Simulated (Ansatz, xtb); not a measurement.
## Two structures of CF3Si2

Structure X: a doublet given by its coordinates. Structure Y: `F[Si]1=[C][Si]1(F)F`, a doublet. Both are isolated molecules in the gas phase, relaxed with r2SCAN-D4/def2-SVP.

X (Å):

```
atom    x (Å)    y (Å)    z (Å)
   C   0.5465   0.5524   0.1211
   F   2.8126  -0.7531   1.3566
   F  -1.9436   1.3406  -1.1536
   F  -1.8381  -1.1329  -0.7940
  Si  -0.9811   0.2067  -0.5570
  Si   1.3396  -0.8876   0.6772
```

Close contacts (Å): C1–Si5 1.71, C1–Si6 1.74, F2–Si6 1.63, F3–Si5 1.60, F4–Si5 1.61, Si5–Si6 2.85.

Y (Å):

```xyz
6

C    -2.6038   -2.2974    0.9896
F    -2.2877   -0.1531   -1.0851
F    -0.3752   -2.5553    2.9886
F    -0.3643   -4.2893    1.1996
Si   -1.7071   -1.2379   -0.0299
Si   -1.0912   -2.9116    1.5947
```

Task: Estimate which is lower in electronic energy at CCSD(T)/def2-SVP, and by roughly how much.

Result: Too close to call at this level: CCSD(T)/def2-SVP gives E(Y) − E(X) = −0.019 eV.

The same difference at several levels:

| level | geometry | E(Y) − E(X) (eV) | departure from the last row (eV) | job, with rough time for the two |
| --- | --- | --- | --- | --- |
| r2SCAN-D4/def2-SVP | r2SCAN-D4/def2-SVP | +0.016 | +0.035 | optimisation, 64 s |
| HF/def2-SVP | r2SCAN-D4/def2-SVP | +0.067 | +0.085 | part of the CCSD(T) run |
| MP2/def2-SVP | r2SCAN-D4/def2-SVP | +0.039 | +0.057 | part of the CCSD(T) run |
| CCSD(T)/def2-SVP | r2SCAN-D4/def2-SVP | −0.019 |  | single point, 29 s |

The largest departure from CCSD(T)/def2-SVP is that of HF/def2-SVP, 0.085 eV. Levels run at GFN2-xTB geometries aren't shown.

With harmonic frequencies from r2SCAN-D4/def2-SVP (ideal gas, rigid rotor, one conformer each, 298.15 K, 1 atm): on the last row, ΔE + ΔZPE = −0.013 eV. A mode under 50 cm⁻¹ makes harmonic enthalpies and free energies unreliable, so none is given.

Open shells are spin-unrestricted, with notable spin contamination under HF/def2-SVP, MP2/def2-SVP, CCSD(T)/def2-SVP. The correlated steps freeze 14 core orbitals. Programs: Ansatz 0.2.0; the last row on 2 threads of Intel(R) Xeon(R) 6975P-C (Granite Rapids) on a shared host.
